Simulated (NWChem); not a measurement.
System: AlSiH$_{3}$ClF; SMILES [SiH3][Al]([F])[Cl]

```xyz
7

Al    -0.3835    -0.1187     0.0018
Cl     0.8495    -1.8142    -0.0039
F     -2.0202    -0.4129    -0.0037
Si     0.4989     2.1454     0.0047
H     -0.5967     3.1512     0.1444
H      1.2308     2.3971    -1.2758
H      1.4643     2.3099     1.1352
```
Atoms are numbered in this order, from 1.

Program: NWChem. Pople sets run with spherical d functions. Structure relaxed at the PBE0/def2-SVP level. Static field.

```
level                                            isotropic polarisability (bohr³)  anisotropy (bohr³)
-----------------------------------------------  --------------------------------  ------------------
PBE/6-31+G*                                                                  65.7                30.0
B3LYP/6-31+G*                                                                   …                   …
CAM-B3LYP/6-31+G*                                                            61.1                25.8
LC-BLYP (range parameter 0.33 per bohr)/6-31+G*                              62.0                26.1
```

Question: Complete the blanks.

Answer: 
- B3LYP/6-31+G*, isotropic polarisability (bohr³): 62.7
- B3LYP/6-31+G*, anisotropy (bohr³): 27.7
